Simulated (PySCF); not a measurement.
**The second ionisation energy along the second row**

All values are computed (PySCF 2.14, energy differences of UHF-based or UKS calculations, no spin-orbit coupling). Values in eV. The last column holds reference values (NIST; (s) semi-empirical, (t) theoretical, else measured). Unmarked ones compare directly (S terms, centres of terms, or small fine structure); those marked * lie between the lowest fine-structure levels and include a spin-orbit shift.

```
                                                                              element               configurations     UHF  CCSD(T) (valence)     LDA     PBE  SCS-MP2 (valence and next inner shell)  CCSD (valence and next inner shell)     reference
      Be (x2c-QZVPPall with one added diffuse shell each of s, p type, spin-free X2C)               [He] 2s1 → 1s2  18.130                n/a  18.256  18.498                                  18.162                               18.176        18.211
 B (x2c-QZVPPall with one added diffuse shell each of s, p, d, f type, spin-free X2C)          [He] 2s2 → [He] 2s1  23.449             25.100  24.560  24.612                                  24.698                               25.092        25.155
 C (x2c-QZVPPall with one added diffuse shell each of s, p, d, f type, spin-free X2C)      [He] 2s2 2p1 → [He] 2s2  24.169             24.277  24.772  24.852                                  24.402                               24.289        24.378
 N (x2c-QZVPPall with one added diffuse shell each of s, p, d, f type, spin-free X2C)  [He] 2s2 2p2 → [He] 2s2 2p1  29.203             29.519  30.056  29.897                                  29.543                               29.539  29.601 (s) *
 O (x2c-QZVPPall with one added diffuse shell each of s, p, d, f type, spin-free X2C)  [He] 2s2 2p3 → [He] 2s2 2p2  34.570             35.071  35.582  35.271                                  34.997                               35.090      35.121 *
 F (x2c-QZVPPall with one added diffuse shell each of s, p, d, f type, spin-free X2C)  [He] 2s2 2p4 → [He] 2s2 2p3  33.388             34.801  35.267  35.416                                  34.875                               34.789        34.950
Ne (x2c-QZVPPall with one added diffuse shell each of s, p, d, f type, spin-free X2C)  [He] 2s2 2p5 → [He] 2s2 2p4  39.259             40.826  41.424  41.124                                  40.877                               40.806      40.963 *
```

Which of these methods has the smallest mean absolute error against the measured values here?

CCSD (valence and next inner shell), with 0.087 eV.

```csv
method,elements,mean error (eV),mean absolute error (eV),largest error (eV)
UHF,4,-0.889,0.889,-1.706
CCSD(T) (valence),3,-0.102,0.102,-0.149
LDA,4,0.040,0.338,-0.595
PBE,4,0.171,0.443,-0.543
SCS-MP2 (valence and next inner shell),4,-0.139,0.151,-0.457
CCSD (valence and next inner shell),4,-0.087,0.087,-0.160
```

Errors include the incompleteness of the basis and the frozen core.

"Valence" correlates the outer s and p shells and, in groups 3 to 12 and the f block, the outer d or f shell, open or full, or the next shell where the ion has no valence electron left; the wider scheme adds the next inner shell.
